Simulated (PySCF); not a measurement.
Species: C₅H₅BrCl₂O.
Structure used (PBE0-D3(BJ)/def2-SVP), in Å, numbered top down from 1:
```
atom  x, y, z in Å
Cl1    1.9593    2.2035   -0.7508
C2     1.6390    0.4982   -0.4123
Cl3    1.2818   -0.3532   -1.9215
Br4    3.2169   -0.2910    0.4294
C5     0.4494    0.3840    0.5737
C6     0.0408   -1.0297    0.8747
C7    -1.1957   -1.2237    0.4208
C8    -1.7020    0.0334   -0.2060
O9    -0.6786    0.9848    0.0099
H10    0.7729    0.9406    1.4748
H11    0.6872   -1.7515    1.3722
H12   -1.7678   -2.1515    0.4722
H13   -2.6390    0.3947    0.2567
H14   -1.8938   -0.0932   -1.2889
```

Level: PBE0/def2-SVPD in PySCF, non-relativistic, on one gas-phase PBE0-D3(BJ)/def2-SVP geometry that isn't relaxed in the solvent. The solvent is an IEF-PCM continuum (Bondi radii, 1.10 Å for H, scaled by 1.2), and excitations are vertical TDDFT with non-equilibrium linear response and a frozen core. Only the electrostatic response of the medium enters. Spin–orbit coupling is left out although an atom past zinc is present.

```json
{"run": "gas", "E − E(gas) (kcal/mol)": "0.00", "HOMO (eV)": "-7.56", "HOMO–LUMO gap (eV)": "6.24", "dipole (D)": "2.87", "lowest singlet (eV)": "5.22", "static polarisability (au)": "109.0"}
{"run": "P", "E − E(gas) (kcal/mol)": "-4.75", "HOMO (eV)": "-7.39", "HOMO–LUMO gap (eV)": "6.02", "dipole (D)": "3.83", "lowest singlet (eV)": "5.01", "static polarisability (au)": "153.1"}
{"run": "Q", "E − E(gas) (kcal/mol)": "-3.35", "HOMO (eV)": "-7.43", "HOMO–LUMO gap (eV)": "6.07", "dipole (D)": "3.54", "lowest singlet (eV)": "5.05", "static polarisability (au)": "138.4"}
```

Q: The runs were made in acetonitrile and chloroform. Which run belongs to which solvent?

A: P = acetonitrile, Q = chloroform. The dielectric constants are 4.711 (chloroform), 35.69 (acetonitrile), and the energy falls further as ε rises. The optical constants n² used for the excitations are 2.09, 1.81 in the same order. In this model the ground state sees the solvent through ε alone.

Q: How constant is the ratio of the lowering to (ε − 1)/(2ε + 1)?

A: 
```csv
solvent,(ε − 1)/(2ε + 1),E − E(gas) (kcal/mol),ratio (kcal/mol),polarisation term (kcal/mol)
chloroform,0.356,-3.35,-9.4,-3.73
acetonitrile,0.479,-4.75,-9.9,-5.54
```

The ratio changes by +5.3 % in size from chloroform to acetonitrile. The polarisation term is half the interaction of the solute with the induced surface charges.

Cost: about 2.5 min of CPU time on one thread; the machine was shared, so the figure is rough. This is the whole response run at PBE0/def2-SVPD in acetonitrile, SCF included.
